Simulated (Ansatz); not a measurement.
CH₇AsOSi (`OC([SiH3])[AsH2]`). Total charge 0; spin multiplicity 1. Correlated methods include outer-core shells of As, which these sets cover unevenly. Scalar relativity is left out up to krypton.

```xyz
11

O    -0.6954   -0.2575   -1.7145
C    -0.0576    0.3610   -0.6126
Si   -1.0082   -0.0892    0.9514
As    1.8647   -0.1877   -0.5243
H    -0.2319   -0.0192   -2.5234
H    -0.0354    1.4553   -0.7171
H    -0.9586   -1.5597    1.1514
H    -0.3570    0.5944    2.0993
H    -2.4269    0.3506    0.8610
H     1.6754   -1.3845    0.3995
H     2.2309    0.7364    0.6292
```

Give the diagnostics of a CCSD(T)/def2-TZVPP run (frozen core, the Gaussian-basis code of Ansatz). (Best estimate.)

Ansatz gave: T1 = 0.0117, largest single amplitude 0.013, largest double 0.021, (T) share of the correlation energy 3.6 %, 9 CCSD cycles. The RHF solution is stable towards an unrestricted one. T1 lies under the customary mark of 0.02 for closed shells.
